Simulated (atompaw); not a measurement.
Se (Z = 34): variants of one PAW (atompaw) potential

Base potential:

```json
{"Element": "Se", "Generator": "atompaw 4.2.0.5", "Type": "PAW", "Functional": "PBE", "Relativity": "scalar-relativistic", "Frozen core": "[Ar] 3d10", "Valence charge": "6", "Reference configuration": "4s2 4p4", "Partial waves": "4s (bound): rc 2.25 bohr; 4s channel at -0.5 Ry: rc 2.25 bohr; 4p (bound): rc 2.25 bohr; 4p channel at 3.75 Ry: rc 2.25 bohr", "Local potential": "bessel scheme, radius 1.60 bohr", "Core correction": "smooth core density matched at 1.30 bohr", "Augmentation charge": "sinc compensation charge, radius 2.10 bohr; PAW radius 2.25 bohr; waves and projectors: custom polynom2 7 10 vanderbiltortho"}
```

Cutoffs, loose and tight: the cutoffs (Ry, on a coarse ladder) from which the occupation-weighted sum of valence levels, in a spherical-Bessel basis at the reference potential, stays within 10 and 1 mRy of its value at 400 Ry. They see the waves, projectors and local potential, not the compensation charge or the core. A dash means not determined.

Cutoffs are not given where the Bessel-basis levels miss the radial ones by over 6 mRy, ghosts where they miss by over 20 mRy; a channel whose overlap is not positive is not tested.

```csv
change,outcome,"cutoff, loose","cutoff, tight",bound ghosts
base,generated,10 Ry,18 Ry,none
core correction smooth core density matched at 2.04 bohr,generated,10 Ry,18 Ry,none
"core [Ar], valence charge 16; reference 3d10 4s1.5 4p4.5; waves now 4s (bound): rc 2.10 bohr; 4s channel at -0.35 Ry: rc 2.10 bohr; 4p (bound): rc 2.10 bohr; 4p channel at -0.05 Ry: rc 2.10 bohr; 3d (bound): rc 0.80 bohr; 3d channel at -2.7 Ry: rc 0.80 bohr; local potential bessel scheme, radius 2.00 bohr; core correction smooth core density matched at 1.25 bohr; augmentation sinc compensation charge, radius 1.80 bohr; PAW radius 2.10 bohr; waves and projectors: custom polynom2 7 10 vanderbiltortho","generated, no UPF (negative core plus compensation charge)",–,–,not determined
"augmentation sinc compensation charge, radius 2.10 bohr; PAW radius 2.25 bohr; waves and projectors: modrrkj vanderbiltortho",failed: atompaw: The overlap operator has at least one negative eigenvalue!,–,–,–
wave 4s channel at -0.5 Ry: rc 2.25 bohr becomes 4s channel at -0.5 Ry: rc 1.72 bohr,generated,10 Ry,18 Ry,none
"augmentation sinc compensation charge, radius 1.18 bohr; PAW radius 2.25 bohr; waves and projectors: custom polynom2 7 10 vanderbiltortho",generated,10 Ry,18 Ry,none
```

Task: What comes out with this change to the base: augmentation sinc compensation charge, radius 2.10 bohr; PAW radius 2.25 bohr; waves and projectors: custom rrkj gramschmidtortho?

Result: outcome: generated; cutoff, loose: 12 Ry; cutoff, tight: 15 Ry; bound ghosts: none.
